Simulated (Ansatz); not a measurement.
Geometry optimisation, Ansatz, UKS BHLYP-D4/def2-SVP.

Input file:

```yaml
crystal:
  periodic: [false, false, false]
  atoms:
    - { symbol: Sn, position_ang: [0.003124, 0.007859, -0.074414] }
    - { symbol: H, position_ang: [0.04033, 0.030095, 1.65748] }
    - { symbol: H, position_ang: [1.616325, 0.040179, -0.632295] }
    - { symbol: H, position_ang: [-0.801967, 1.418557, -0.5995] }
    - { symbol: C, position_ang: [-1.019416, -1.765755, -0.742928] }
    - { symbol: H, position_ang: [-1.536317, -2.229086, 0.099127] }
    - { symbol: H, position_ang: [-1.75127, -1.513133, -1.512395] }
    - { symbol: H, position_ang: [-0.303768, -2.477888, -1.157192] }
    - { symbol: F, position_ang: [-0.000141, -0.016329, 3.769017] }
magnetization:
  spin_polarized: true
  initial_magnetization: 1
basis:
  gaussian: { orbitals: def2-SVP }
hamiltonian:
  xc: { name: BHLYP }
  dispersion: d4
relax:
  f_tol: 0.03
  max_steps: 50
```

Command:

```bash
$ ansatz run input.yaml --threads 2 --pin off --max-ram 3072MiB --backend cpu --events-out ev --progress --plain --runs-dir out
```

Task: Where does it end, and by what steps?

Result: It converged. After 37 steps the energy has fallen by 2.188 eV; F9 moved furthest, 1.56 Å. Parted: Sn1–H2 (1.73 → 3.30 Å). Joined: H2–F9 (2.11 → 0.91 Å).

```json
{"step": "0", "energy less start (eV)": "0.0000", "largest force component (eV/Å)": "0.218", "accepted": "yes"}
{"step": "2", "energy less start (eV)": "-0.0936", "largest force component (eV/Å)": "0.714", "accepted": "yes"}
{"step": "4", "energy less start (eV)": "-0.4251", "largest force component (eV/Å)": "1.892", "accepted": "yes"}
{"step": "6", "energy less start (eV)": "-0.6171", "largest force component (eV/Å)": "17.217", "accepted": "no"}
{"step": "8", "energy less start (eV)": "-1.8375", "largest force component (eV/Å)": "1.912", "accepted": "yes"}
{"step": "10", "energy less start (eV)": "-1.9837", "largest force component (eV/Å)": "2.403", "accepted": "yes"}
{"step": "12", "energy less start (eV)": "-2.1029", "largest force component (eV/Å)": "0.410", "accepted": "yes"}
{"step": "14", "energy less start (eV)": "-2.1225", "largest force component (eV/Å)": "0.108", "accepted": "yes"}
{"step": "16", "energy less start (eV)": "-2.1301", "largest force component (eV/Å)": "0.135", "accepted": "yes"}
{"step": "18", "energy less start (eV)": "-2.1349", "largest force component (eV/Å)": "0.161", "accepted": "yes"}
{"step": "20", "energy less start (eV)": "-2.1449", "largest force component (eV/Å)": "0.201", "accepted": "yes"}
{"step": "22", "energy less start (eV)": "-2.1285", "largest force component (eV/Å)": "1.751", "accepted": "no"}
{"step": "24", "energy less start (eV)": "-2.1602", "largest force component (eV/Å)": "0.353", "accepted": "yes"}
{"step": "26", "energy less start (eV)": "-2.1643", "largest force component (eV/Å)": "1.122", "accepted": "no"}
{"step": "28", "energy less start (eV)": "-2.1801", "largest force component (eV/Å)": "0.242", "accepted": "yes"}
{"step": "30", "energy less start (eV)": "-2.1727", "largest force component (eV/Å)": "1.152", "accepted": "no"}
{"step": "32", "energy less start (eV)": "-2.1822", "largest force component (eV/Å)": "0.198", "accepted": "no"}
{"step": "34", "energy less start (eV)": "-2.1873", "largest force component (eV/Å)": "0.151", "accepted": "yes"}
{"step": "36", "energy less start (eV)": "-2.1876", "largest force component (eV/Å)": "0.036", "accepted": "yes"}
{"step": "37", "energy less start (eV)": "-2.1876", "largest force component (eV/Å)": "0.008", "accepted": "yes"}
```

```xyz
9
Properties=species:S:1:pos:R:3
Sn 0.398 0.139 -0.434
H -0.055 -0.591 2.755
H 1.324 0.245 -1.886
H -0.597 1.536 -0.323
C -0.821 -1.651 -0.460
H -1.306 -1.746 0.511
H -1.579 -1.557 -1.242
H -0.205 -2.529 -0.659
F -0.912 -0.352 2.544
```

Time of the run: 3.9 min on 2 threads of Intel(R) Xeon(R) Platinum 8175M CPU @ 2.50GHz (Skylake/Cascade Lake), on a shared host, peak memory 0.27 GiB.
